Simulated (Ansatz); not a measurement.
One change: `[F][In]([F])[SiH3]` becomes `[F][Al]([F])[SiH3]`.

Ansatz, PBE0-D4/def2-TZVP geometries, multiplicity 1. 

Elements past krypton have def2 core potentials.

| property | `[F][In]([F])[SiH3]` |
| --- | --- |
| HOMO–LUMO gap (B3LYP/def2-TZVPP) / eV | 6.47 |
| LUMO energy (ωB97M-V/def2-TZVPP) / eV | -0.36 |
| HOMO energy (B3LYP/def2-TZVPP) / eV | -8.69 |
| LUMO energy (PBE/def2-TZVPP) / eV | -2.65 |
| LUMO energy (PBE0/def2-TZVPP) / eV | -1.96 |
| HOMO energy (PBE0/def2-TZVPP) / eV | -8.90 |

**Question.** What does the change do to each property? (An estimate is asked.)

**Answer.** Ansatz gave: 
```json
{"property": "HOMO–LUMO gap (B3LYP/def2-TZVPP) / eV", "`[F][Al]([F])[SiH3]`": "6.82", "shift": "0.35"}
{"property": "LUMO energy (ωB97M-V/def2-TZVPP) / eV", "`[F][Al]([F])[SiH3]`": "0.23", "shift": "0.59"}
{"property": "HOMO energy (B3LYP/def2-TZVPP) / eV", "`[F][Al]([F])[SiH3]`": "-8.48", "shift": "0.21"}
{"property": "LUMO energy (PBE/def2-TZVPP) / eV", "`[F][Al]([F])[SiH3]`": "-2.22", "shift": "0.43"}
{"property": "LUMO energy (PBE0/def2-TZVPP) / eV", "`[F][Al]([F])[SiH3]`": "-1.47", "shift": "0.49"}
{"property": "HOMO energy (PBE0/def2-TZVPP) / eV", "`[F][Al]([F])[SiH3]`": "-8.68", "shift": "0.22"}
```

With PBE0 the HOMO rises by 0.22 eV and the LUMO rises by 0.49 eV, so the gap widens by about 0.27 eV. PBE moves the HOMO by 0.07 eV and ωB97M-V by 0.27 eV.

B3LYP here is the variant with VWN-RPA as its local correlation; programs differ in this.
